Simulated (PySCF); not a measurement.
## Working out the excitation energy of Rb

Rb [Kr] 5s1 (2S) → Rb [Kr] 5p1 (2P). Calculation: PySCF 2.14, in x2c-TZVPPall with one added diffuse shell each of s, p, d, f type (9s7p7d3f1g, 95 functions); scalar relativity by spin-free X2C-1e. Frozen: [Ar] 3d10. Energies in hartree (1 hartree = 27.21139 eV):

```tsv
part	Rb (lower)	Rb (upper)
UHF	-2979.117214	-2979.067895
CCSD correlation	-0.188598	-0.181647
(T)	-0.005229	-0.004644
```

Task: What does Hartree-Fock give?

Result: (-2979.067895) − (-2979.117214) = 0.049319 hartree = 1.342 eV.

Task: What do CCSD and CCSD(T) give?

Result: The CCSD correlation energies differ by 0.006951 hartree = 0.189 eV and the triples by 0.000585 hartree = 0.016 eV, so CCSD gives 1.531 eV and CCSD(T) 1.547 eV.

Measured between the centres of the two terms (NIST): 1.579 eV, so CCSD(T) (valence and next inner shell) is off by -0.032 eV.

What remains against the reference includes basis incompleteness, the frozen core and higher excitations.
